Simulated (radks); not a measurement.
Initial-state core-level shifts of the iron ion Fe+ when its valence configuration changes from [Ar] 3d6 4s1. Method: scalar-relativistic Kohn-Sham, PBEsol, spin-polarised, spherical densities, point nucleus; open shells are filled with parallel spins first; computed with a radial shooting solver on a logarithmic mesh with Libxc functionals. Shifts are changes of the shell-averaged eigenvalues in eV (positive: less bound).

| valence | 1s | 2s | 2p | 3s |
|---|---|---|---|---|
| 3d7 | +4.993 | +5.660 | +5.597 | +5.038 |
| 3d6 4p1 | -1.445 | -1.358 | -1.361 | -1.455 |
| 3d5 4s2 | -6.529 | -7.317 | -7.249 | -6.294 |
| 3d5 4s1 4p1 | -7.670 | -8.488 | -8.412 | -7.410 |
| 3d4 4s2 4p1 | -16.296 | -18.220 | -18.051 | -15.348 |
| 3d4 4s1 4p2 | -17.200 | -19.162 | -18.983 | -16.245 |
| 3d6.5 4s0.5 | +2.658 | +3.017 | +2.984 | +2.652 |
| 3d6 4s0.5 4p0.5 | -0.729 | -0.686 | -0.687 | -0.734 |
| 3d5.5 4s0.5 4p1 | -4.409 | -4.749 | -4.714 | -4.330 |
